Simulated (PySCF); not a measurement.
Question: Write Cartesian coordinates for `[SiH2](C#N)[Si]([SiH3])([SiH3])Cl` as optimised with GFN2-xTB.

Answer: 
```
atom  x, y, z in Å
N1    -1.815   -1.059   -2.796
C2    -1.932   -0.781   -1.690
Si3   -2.057   -0.315    0.113
Si4    0.152    0.218    0.719
Si5    1.557   -1.664    0.654
Si6    0.921    2.148   -0.378
Cl7    0.003    0.742    2.748
H8    -3.057    0.760    0.122
H9    -2.682   -1.493    0.729
H10    2.901   -1.392    1.171
H11    1.032   -2.798    1.420
H12    1.688   -2.091   -0.739
H13    1.026    1.854   -1.807
H14    2.239    2.585    0.091
H15    0.018    3.293   -0.225
```

Any rigid rotation of these coordinates is as good. Atoms count from 1 in this order. Si5 (SiH3 silicon) is tetrahedral (angles from 106.7° to 113.0°). Si4 (chlorine-bound silicon) is distorted tetrahedral (angles from 103.8° to 116.7°). All 3 Si–Si bonds measure 2.350 to 2.352 Å. Si3 (SiH2 silicon) is distorted tetrahedral (angles from 103.5° to 118.3°).

Bonds between heavy atoms (Å): N1≡C2 1.146, C2–Si3 1.866, Si3–Si4 2.352, Si4–Si5 2.350, Si4–Si6 2.350, Si4–Cl7 2.101.

The geometry is computed with GFN2-xTB (gas phase).

Point group: Cs (every atom within 0.08 Å of its image). Stationary, but not proved a minimum. One conformer, not necessarily the lowest (C2–Si3–Si4–Si5 -67°).
